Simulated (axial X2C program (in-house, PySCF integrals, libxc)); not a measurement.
**CoAs: from the spin-free to the two-component result**

Calculated with an in-house relativistic program for diatomic molecules. Spin-free means the one-electron spin-free X2C Hamiltonian; two-component (2c) means X2C with spin–orbit coupling and atomic mean-field two-electron Coulomb and Gaunt terms, so the difference of the two also holds small scalar two-electron terms. Basis: As dyall-cv3z [9s9p6d4f1g], Co dyall-cv3z [9s10p6d3f2g] (cores contracted in-house); Gaussian nuclei, density fitting, unrestricted open shells. Masses: As 74.922 u, Co 58.933 u.

Spin-free state: M_S = 2, Λ = 2 (beyond evenly filled blocks: σα, π+α, π-α, δ+α, δ+β, δ-α); fragments As + Co.

```json
{"level": "PBE0", "Re (Å)": "2.213", "ωe (cm⁻¹)": "295.8", "De (eV)": "1.833", "μ (D)": "3.53"}
{"level": "HF", "Re (Å)": "2.435", "ωe (cm⁻¹)": "225.9", "De (eV)": "-1.575", "μ (D)": "5.43"}
{"level": "MP2", "Re (Å)": "2.213", "ωe (cm⁻¹)": "274.2", "De (eV)": "1.368", "μ (D)": "n/a"}
{"level": "CCSD", "Re (Å)": "2.234", "ωe (cm⁻¹)": "269.1", "De (eV)": "0.737", "μ (D)": "n/a"}
{"level": "CCSD(T)", "Re (Å)": "2.196", "ωe (cm⁻¹)": "295.4", "De (eV)": "n/a", "μ (D)": "n/a"}
{"level": "TPSSh", "Re (Å)": "2.185", "ωe (cm⁻¹)": "308.9", "De (eV)": "2.231", "μ (D)": "3.41"}
```

Correlated methods: 14 electrons correlated (number of frozen shells: As 3 s, 2 p, 1 d; Co 3 s, 2 p), 284 virtual spin orbitals or spinors in MP2, 90 natural virtuals in coupled cluster.

Dipoles are positive if Co is the positive end.

Two-component determinant lowest at the distance of the search:

Ω = 4 (⟨Sz⟩ = 2.00, ⟨Lz⟩ = 2.00 at HF); fragments As + Co.

| level | Re (Å) | ωe (cm⁻¹) | μ (D) |
| --- | --- | --- | --- |
| PBE0 | 2.214 | 295.4 | 3.53 |
| HF | 2.436 | 225.7 | 5.43 |
| MP2 | 2.215 | 274.3 | n/a |
| CCSD | 2.235 | 268.8 | n/a |
| CCSD(T) | 2.198 | 294.8 | n/a |
| TPSSh | 2.186 | 308.6 | 3.41 |

Problem. From the two tables, how do the constants change at the CCSD(T) level (2c against spin-free)?

Solution. At the CCSD(T) level Re increases by 0.002 Å and ωe goes down by 0.6 cm⁻¹.

The state is one determinant whose occupation by symmetry is held fixed; it was picked as the lowest of a PBE0 search that is not exhaustive. Dissociation energies refer to the lowest single-determinant-based atoms at the same level and basis. De is not given where an atomic determinant may have missed its ground term or J level, or where the truncated virtual space spoils (T). Density functionals use the spin component along the axis (collinear). Coupled cluster ran in a truncated set of natural virtual spinors; the MP2 energy of the rest was added. (T) has no such correction and the atoms are truncated less, which lowers De at CCSD(T) by a hundredth of an eV or more. PBE0 can misorder states that lie within some tenths of an eV, so this need not be the ground state of the molecule. The nearest other spin-free determinant of the search, M_S = 2, Λ = 3, lies 0.36 eV up at the distance of the search. The functionals have no current-density term, which raises determinants with orbital currents, atoms included. With several unpaired electrons one determinant need not be a pure state. Open-shell Ω = 0 determinants with evenly filled partner blocks cannot be reached by this program, so the Ω shown need not be the lowest component. Some points did not converge and are left out. The T1 diagnostic is large, a sign of multireference character. The stretched end of a curve changes character and is left out.
